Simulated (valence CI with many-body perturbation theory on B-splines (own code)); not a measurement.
**E1 line list for Sb38+**

Level of theory: valence CI with perturbative core correlation (CI+MBPT): three valence electrons over a frozen Dirac-Fock core [Ne], radial functions for each j: 11 s, 11 p, 9 d, 7 f, 5 g, 2 h, 1 i, with the one-electron correlation potential Σ1 (screened to all orders), the two-electron term Σ2, the three-electron term Σ3, Breit, model QED; selected single and double excitations, second order for the rest (own B-spline code, finite nucleus).

The last digits are not significant, and no measured levels were compared; by estimate large intervals hold to a few tenths of a per cent, small ones and those within an open d or f shell to about a per cent.

Lines 51 to 100 of 264 in falling wavelength, among levels below 522.08 eV, chosen from the strongest by gf and those to the six lowest levels. Wavelengths and rates use the calculated energies. Electric multipoles are in the length gauge, E1 and E2 with the static RPA response of the core. Weak lines are less certain than strong ones. Lines between different terms over intervals too small for the method are left out, as are lines whose strength nearly cancels. The highest levels of a list are the least certain.

Levels are named by their leading jj configuration (3d3/2^4 stands for four electrons in 3d with j = 3/2), which in mixed levels can hold well under half, so a name can repeat and another be missing. Letters in brackets count levels of one name in rising energy.

```csv
λ vac (nm),Upper,Lower,A (s⁻¹),S (a.u.)
8.833,(3s 3p3/2^2) J=5/2,(3s^2 3p3/2) J=3/2,2.71e+08,5.52e-04
8.819,(3p1/2 3p3/2^2) J=3/2 [a],(3s 3p1/2 3p3/2) J=3/2 [b],7.32e+08,9.92e-04
8.767,(3s 3d5/2^2) J=9/2,(3s 3p3/2 3d5/2) J=7/2 [a],3.53e+10,1.17e-01
8.720,(3s 3p1/2 3d5/2) J=5/2 [b],(3s 3p1/2 3p3/2) J=3/2 [b],4.61e+09,9.04e-03
8.620,(3s^2 3d3/2) J=3/2,(3s^2 3p3/2) J=3/2,9.41e+08,1.19e-03
8.561,(3p1/2 3p3/2 3d3/2) J=7/2,(3s 3p1/2 3d5/2) J=7/2,8.76e+09,2.17e-02
8.548,(3p3/2^2 3d5/2) J=7/2,(3s 3p3/2 3d5/2) J=7/2 [a],4.61e+10,1.14e-01
8.536,(3s 3p3/2 3d3/2) J=7/2,(3s 3p3/2^2) J=5/2,1.32e+10,3.25e-02
8.513,(3s 3p1/2 3d5/2) J=5/2 [a],(3s 3p1/2 3p3/2) J=5/2,1.88e+07,3.44e-05
8.445,(3s 3p1/2 3d3/2) J=3/2 [b],(3s 3p1/2 3p3/2) J=5/2,2.07e+08,2.46e-04
8.403,(3p1/2 3p3/2 3d5/2) J=7/2 [b],(3p1/2 3p3/2^2) J=5/2,9.55e+10,2.24e-01
8.390,(3p1/2 3p3/2 3d5/2) J=5/2 [b],(3p1/2 3p3/2^2) J=3/2 [b],1.49e+11,2.61e-01
8.278,(3p1/2 3p3/2 3d5/2) J=7/2 [a],(3s 3p1/2 3d5/2) J=5/2 [b],1.69e+10,3.78e-02
8.222,(3p1/2^2 3d5/2) J=5/2,(3p1/2^2 3p3/2) J=3/2,2.21e+10,3.63e-02
8.215,(3s 3p1/2 3d5/2) J=7/2,(3s 3p1/2 3p3/2) J=5/2,3.12e+10,6.83e-02
8.187,(3p1/2 3p3/2 3d5/2) J=3/2 [b],(3p1/2 3p3/2^2) J=1/2,2.71e+10,2.93e-02
8.184,(3s 3d3/2 3d5/2) J=7/2 [a],(3s 3p3/2 3d3/2) J=5/2 [a],5.75e+10,1.24e-01
8.178,(3p1/2 3p3/2 3d5/2) J=1/2,(3p1/2 3p3/2^2) J=1/2,1.07e+11,5.78e-02
8.066,(3s 3p3/2 3d5/2) J=3/2 [a],(3s^2 3d3/2) J=3/2,2.00e+10,2.08e-02
8.063,(3s 3p3/2 3d5/2) J=1/2,(3s 3p3/2^2) J=1/2,1.20e+11,6.23e-02
8.023,(3p3/2^2 3d5/2) J=7/2,(3s 3p3/2 3d5/2) J=5/2 [a],6.13e+10,1.25e-01
8.004,(3p1/2 3p3/2 3d5/2) J=5/2 [b],(3p1/2 3p3/2^2) J=5/2,3.19e+10,4.85e-02
7.999,(3p1/2 3p3/2^2) J=3/2 [a],(3s 3p1/2 3p3/2) J=5/2,2.94e+10,2.97e-02
7.975,(3p1/2 3p3/2 3d5/2) J=7/2 [a],(3s 3p1/2 3d5/2) J=7/2,1.24e+10,2.47e-02
7.966,(3s 3p3/2 3d5/2) J=5/2 [b],(3s 3p3/2^2) J=3/2,1.68e+11,2.51e-01
7.959,(3s 3p1/2 3d5/2) J=5/2 [a],(3s 3p1/2 3p3/2) J=3/2 [a],5.97e+10,8.91e-02
7.957,(3p1/2 3p3/2 3d3/2) J=5/2 [b],(3p1/2 3p3/2^2) J=3/2 [a],1.92e+10,2.87e-02
7.953,(3s 3p3/2 3d5/2) J=7/2 [b],(3s^2 3d5/2) J=5/2,2.27e+11,4.51e-01
7.948,(3s 3d3/2 3d5/2) J=9/2,(3s 3p3/2 3d3/2) J=7/2,1.21e+11,2.99e-01
7.930,(3s 3p1/2 3d3/2) J=1/2,(3s 3p1/2 3p3/2) J=3/2 [a],3.14e+09,1.55e-03
7.923,(3s 3d3/2 3d5/2) J=5/2 [a],(3s 3p3/2 3d3/2) J=3/2 [a],7.62e+10,1.12e-01
7.917,(3s 3p1/2 3d5/2) J=5/2 [b],(3s 3p1/2 3p3/2) J=5/2,4.38e+10,6.44e-02
7.908,(3s 3d3/2 3d5/2) J=9/2,(3s 3p3/2 3d5/2) J=9/2,1.03e+10,2.52e-02
7.900,(3s 3p1/2 3d3/2) J=3/2 [b],(3s 3p1/2 3p3/2) J=3/2 [a],7.52e+09,7.32e-03
7.888,(3s 3p3/2 3d5/2) J=3/2 [a],(3s 3p3/2^2) J=5/2,5.09e+10,4.93e-02
7.875,(3p1/2 3p3/2 3d5/2) J=3/2 [b],(3p1/2 3p3/2^2) J=5/2,3.60e+10,3.47e-02
7.814,(3p1/2 3p3/2 3d3/2) J=5/2 [a],(3s 3p1/2 3d3/2) J=5/2,2.40e+10,3.39e-02
7.810,(3s 3d3/2 3d5/2) J=3/2 [a],(3s 3p3/2 3d3/2) J=1/2 [a],7.78e+10,7.31e-02
7.803,(3s 3p3/2 3d5/2) J=3/2 [b],(3s 3p3/2^2) J=1/2,8.92e+10,8.37e-02
7.797,(3s 3d3/2 3d5/2) J=7/2 [b],(3s 3p3/2 3d3/2) J=7/2,4.73e+10,8.85e-02
7.758,(3s 3d3/2 3d5/2) J=7/2 [b],(3s 3p3/2 3d5/2) J=9/2,1.91e+10,3.52e-02
7.753,(3s 3p3/2 3d5/2) J=5/2 [a],(3s 3p3/2^2) J=5/2,1.23e+11,1.70e-01
7.747,(3p1/2 3p3/2 3d5/2) J=3/2 [a],(3p1/2 3p3/2^2) J=3/2 [a],6.41e+10,5.88e-02
7.735,(3p1/2 3p3/2 3d5/2) J=5/2 [a],(3s 3p1/2 3d5/2) J=5/2 [b],7.69e+10,1.05e-01
7.732,(3p1/2 3p3/2^2) J=3/2 [b],(3s 3p1/2 3p3/2) J=1/2,1.47e+11,1.34e-01
7.731,(3p3/2^2 3d3/2) J=1/2,(3s 3p3/2 3d3/2) J=1/2 [a],5.03e+10,2.29e-02
7.720,(3s 3d3/2 3d5/2) J=7/2 [b],(3s 3p3/2 3d3/2) J=5/2 [a],2.88e+10,5.24e-02
7.713,(3p1/2 3p3/2 3d5/2) J=7/2 [a],(3s 3p1/2 3d5/2) J=5/2 [a],7.58e+10,1.37e-01
7.699,(3s 3d3/2^2) J=3/2,(3p1/2 3p3/2^2) J=5/2,2.19e+10,1.97e-02
7.697,(3p1/2 3p3/2 3d5/2) J=9/2,(3s 3p1/2 3d5/2) J=7/2,5.41e+10,1.22e-01
```
